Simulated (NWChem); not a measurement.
## Total energies of HIn

```
In
H 1 1.8630
```
Charge 0, spin multiplicity 1.

All runs are NWChem calculations. All single points use one geometry, from PBE0/def2-SVP with def2 effective core potentials on In, a minimum by its harmonic frequencies.

Basis set: def2-SVP (31 functions).

```json
[
 {"method": "RHF", "total energy (Ha)": "-189.77186"},
 {"method": "MP2", "total energy (Ha)": "-189.84317"},
 {"method": "B2PLYP", "total energy (Ha)": "-190.43022"},
 {"method": "PBE", "total energy (Ha)": "-190.70693"},
 {"method": "B3LYP", "total energy (Ha)": "-190.78226"},
 {"method": "PBE0", "total energy (Ha)": "-190.70495"},
 {"method": "CCSD(T)", "total energy (Ha)": "-189.86546"}
]
```

Total energies of different functionals aren't comparable as a measure of quality: only differences taken within one method are. 

Effective core potentials replace the inner electrons of In; spin-orbit coupling is left out. The correlated methods keep 4 core orbitals frozen. B3LYP has NWChem's definition, with VWN1-RPA local correlation. The structure started from a generated list of species. No row is a measurement; the coupled-cluster row has its own basis-set and correlation limits.
